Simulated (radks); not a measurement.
Species: neutral antimony. Configuration: [Kr] 4d9.5 5s2 5p3.5 (fractional occupations, a model configuration).

Calculated with a radial shooting solver on a logarithmic mesh with Libxc functionals: Dirac Kohn-Sham, BLYP, spin-unpolarised, spherical densities, finite nucleus; open shells are shared between the two j in proportion to 2j + 1; Fermi nuclear charge, rms radius 4.6802 fm.

Energy parts (hartree):
part                        energy
total                  -6483.41110
kinetic                 6841.53778
electron-nucleus      -15736.48885
Hartree                 2582.57598
exchange-correlation    -171.03601

Orbitals (lengths in bohr, moments of r in powers of bohr; r(90%) holds 90 % of the orbital's charge):
| orbital | occ. | eigenvalue (hartree) | r(90%) | <r^2> | <1/r> |
|---|---|---|---|---|---|
| 1s1/2 | 2 | -1113.194 | 0.0511 | 0.001094 | 54.32 |
| 2s1/2 | 2 | -169.4761 | 0.189 | 0.01767 | 12.62 |
| 2p1/2 | 2 | -158.5802 | 0.169 | 0.01311 | 12.61 |
| 2p3/2 | 4 | -149.3219 | 0.177 | 0.01441 | 11.70 |
| 3s1/2 | 2 | -33.33342 | 0.486 | 0.1249 | 4.475 |
| 3p1/2 | 2 | -28.87853 | 0.483 | 0.1197 | 4.385 |
| 3p3/2 | 4 | -27.17033 | 0.499 | 0.1281 | 4.163 |
| 3d3/2 | 4 | -19.29843 | 0.478 | 0.1092 | 4.013 |
| 3d5/2 | 6 | -18.94331 | 0.483 | 0.1117 | 3.956 |
| 4s1/2 | 2 | -5.58435 | 1.14 | 0.7038 | 1.776 |
| 4p1/2 | 2 | -4.07363 | 1.22 | 0.7854 | 1.663 |
| 4p3/2 | 4 | -3.75431 | 1.26 | 0.8411 | 1.591 |
| 4d3/2 | 3.8 | -1.35956 | 1.56 | 1.205 | 1.319 |
| 4d5/2 | 5.7 | -1.31267 | 1.58 | 1.236 | 1.301 |
| 5s1/2 | 2 | -0.50178 | 3.20 | 5.369 | 0.5999 |
| 5p1/2 | 1.16667 | -0.20893 | 4.16 | 8.673 | 0.4751 |
| 5p3/2 | 2.33333 | -0.18393 | 4.39 | 9.604 | 0.4504 |

The highest occupied level is 5p3/2 at -5.005 eV. The density falls to 0.001 e/bohr^3 at r = 4.71 bohr.
